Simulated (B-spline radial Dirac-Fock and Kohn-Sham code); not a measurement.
# Radiative decay of the K hole in Lu

System: atomic lutetium in the configuration [Xe] 4f14 5d1 6s2.

Level of theory: independent-particle radiative and Coulomb Auger rates from relativistic LDA hole-state orbitals, with Dirac-Fock energies; an atomic code on a B-spline grid.

```
line  multipole  energy (eV)  width (meV)  share (%)  tabulated share (%)
K-L1         M1      52432.5         5.74     0.0183                    –
K-L2         E1      52960.1         9100       29.0                 28.8
K-L3         E1      54065.0        16000       51.0                 50.6
K-M2         E1      61042.5         1670       5.33                 5.55
K-M3         E1      61281.4         3250       10.4                 10.7
K-M4         E2      61669.1         33.5      0.107                    –
K-M5         E2      61720.1         42.8      0.136                    –
K-N2         E1      62891.6          376       1.20                 1.28
K-N3         E1      62945.7          730       2.33                 2.49
K-N4         E2      63101.4         7.82     0.0249                    –
K-N5         E2      63111.3         9.95     0.0317                    –
K-O2         E1      63276.0         51.8      0.165                    –
K-O3         E1      63282.8         96.5      0.307                    –
```

The listed lines hold 100.0 % of the radiative rate. The radiative width is 31.4 eV in the length form and 32.1 eV in the velocity form; the two differ because the transition energies are not eigenvalue differences of the potential that gave the orbitals. Kα2/Kα1 is 0.569 and Kβ/Kα is 0.250; a single-potential model such as this gives Kβ/Kα some per cent low, since it omits exchange and overlap corrections. Tabulated shares: Scofield radiative rates as tabulated in xraylib 4.2.

Values without a named source are computed, but for edge energies of neutral atoms, which are taken from tables.
